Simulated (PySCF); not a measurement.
C4H11F2NSi2.
Cartesian coordinates in Å at the GFN2-xTB level; atoms count from 1:
```
atom  x, y, z in Å
F1    -3.1987    0.6767   -2.0397
C2    -3.6522    0.6846   -0.7323
Si3   -2.5467   -0.4336    0.3633
N4    -0.9293    0.0490   -0.0012
Si5    0.5075   -0.3149    0.8808
F6     0.2496   -1.7535    1.5683
C7     1.9669   -0.4134   -0.2887
C8     3.3648   -0.4850    0.2631
C9     2.9092    0.7519   -0.4309
H10   -4.6865    0.3398   -0.7645
H11   -3.6480    1.7309   -0.4190
H12   -2.8587   -0.1423    1.7630
H13   -2.7923   -1.8362    0.0222
H14   -0.8060    0.5504   -0.8667
H15    0.7032    0.5642    2.0258
H16    1.8064   -0.9824   -1.1982
H17    3.4927   -0.4537    1.3342
H18    4.0780   -1.1235   -0.2365
H19    3.3082    0.9681   -1.4108
H20    2.7267    1.6336    0.1646
```

Computed at PBE0/pcSseg-1 (PySCF, non-relativistic), with Q(14N) = 0.02044 b: N4, 14N (I = 1): χzz = -3.659 MHz, η = 0.429.

(1) Find the zero-field quadrupole resonance frequencies of 14N at N4.

## Answers

(1) From ν± = (3/4)|χ|(1 ± η/3) and ν0 = |χ|η/2: ν+ 3.136 MHz, ν− 2.352 MHz, ν0 0.784 MHz (nitrogen bridging silicon atoms).

In a crystal, neighbours and librations shift these lines. One conformer (not necessarily the lowest) at the GFN2-xTB geometry, without solvent, vibrations or thermal averaging. GFN2-xTB bond lengths can be off by several hundredths of an ångström, more for odd bonds, and the gradients follow them. With a basis this small, the couplings can be 20 % off.
